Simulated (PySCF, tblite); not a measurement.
Compound: C₅H₁₀O₂SSi₂.
Z-matrix (Å and degrees, GFN2-xTB geometry), rows numbered from 1:
```
Si
C   1  1.9226
O   2  1.4148  1  104.10
Si  3  1.6183  2  126.23  1   172.13
S   4  2.1357  3  101.38  2   178.15
C   2  1.4800  1  112.11  3  -120.75
C   6  1.3645  2  131.32  1    81.72
C   7  1.4171  6  106.13  2  -178.64
C   8  1.3579  7  105.98  6     0.48
O   9  1.3489  8  110.65  7    -0.44
H   1  1.4615  2  106.94  3   -62.44
H   1  1.4622  2  108.15  3   176.95
H   1  1.4609  2  106.47  3    56.58
H   2  1.0957  1  111.63  3   117.94
H   4  1.4584  3  111.55  2   -65.71
H   4  1.4565  3  113.74  2    61.45
H   5  1.3232  4   96.51  3    -0.45
H   7  1.0703  6  126.60  2     1.94
H   8  1.0707  7  126.91  6  -179.69
H   9  1.0714  8  132.27  7   179.43
```

The calculation used PBE0/pcSseg-1 in PySCF (dipole) on a GFN2-xTB geometry, gas phase.

Masses are those of the commonest isotopes; rigid-rotor values at the optimised geometry. The values belong to one conformer with, in the numbering `[SiH3:1][C@H:2]([O:3][SiH2:4][SH:5])[c:6]1[cH:7][cH:8][cH:9][o:10]1`, Si1–C2–O3–Si4 172°, C2–O3–Si4–S5 178°, O3–Si4–S5–H 0°, Si1–C2–C6–C7 82°.

Task: What are A, B and C (MHz)?

Result: Ia = 412.91, Ib = 1003.48, Ic = 1256.81 u·Å²; 505379 MHz·u·Å²/I gives A = 1224, B = 503.6, C = 402.1 MHz.

Task: What kind of rotor is it?

Result: An asymmetric top: κ = (2 × 503.6 − 1224 − 402.1)/(1224 − 402.1) = -0.75.

Task: Is it planar, by Δ = Ic − Ia − Ib?

Result: Not planar: Δ = Ic − Ia − Ib = -159.58 u·Å². For a rigid frame Δ = −2 Σ m c², so Σ m c² = 79.79 u·Å² lies off the ab plane: 18.21 from hydrogen and 61.58 from heavier atoms. The atom farthest from that plane is 2.13 Å away.

Task: Where do the levels up to J = 3 lie, in MHz?

Result: Above 0(0,0):
J = 1: 1(0,1) 906, 1(1,1) 1626, 1(1,0) 1728
J = 2: 2(0,2) 2707, 2(1,2) 3336, 2(1,1) 3641, 2(2,1) 5802, 2(2,0) 5812
J = 3: 3(0,3) 5385, 3(1,3) 5895, 3(1,2) 6503, 3(2,2) 8519, 3(2,1) 8568, 3(3,1) 12380, 3(3,0) 12381
Those of J = 1 are B + C, A + C and A + B.

Task: Which lines would a microwave search look for?

Result: The dipole components are |μa| = 2.51 D, |μb| = 0.30 D, |μc| = 0.12 D. Intensities carry the squares of the components, which stand as 1.00 : 0.01 : 0.00 (a : b : c). Some lines, for components of 0.1 D or more:

```csv
type,branch,"J(Ka,Kc)",MHz,lower level (cm⁻¹)
a,Q,"2(1,1) ← 2(1,2)",305,0.111
c,Q,"3(1,3) ← 3(0,3)",510,0.180
a,Q,"3(1,2) ← 3(1,3)",608,0.197
a,R,"1(0,1) ← 0(0,0)",906,0.000
b,R,"2(0,2) ← 1(1,1)",1081,0.054
b,R,"3(0,3) ← 2(1,2)",2049,0.111
b,Q,"3(2,1) ← 3(1,2)",2065,0.217
b,Q,"2(2,0) ← 2(1,1)",2171,0.121
a,R,"3(1,3) ← 2(1,2)",2559,0.111
a,R,"3(0,3) ← 2(0,2)",2678,0.090
a,R,"3(2,2) ← 2(2,1)",2717,0.194
c,R,"2(1,1) ← 1(0,1)",2735,0.030
a,R,"3(2,1) ← 2(2,0)",2757,0.194
b,R,"3(1,3) ← 2(0,2)",3188,0.090
b,Q,"3(3,1) ← 3(2,2)",3861,0.284
c,R,"3(2,1) ← 2(1,1)",4927,0.121
b,R,"3(3,1) ← 2(2,0)",6569,0.194
```

Task: Estimate the classical rotational partition function at 100 K, 298.15 K and 500 K.

Result: Point group C1, symmetry number σ = 1; q = (√π/σ)·√((kT/h)³/(ABC)), k/h = 20836.6 MHz/K: 339000 at 100 K, 1740000 at 298.15 K, 3790000 at 500 K.

Its GFN2-xTB frequencies are all real (lowest 20 cm⁻¹). Constants of a rigid frame at the computed geometry: no zero-point averaging, no centrifugal distortion. A rigid rotor knows nothing of internal rotation, which can split or shift real lines.
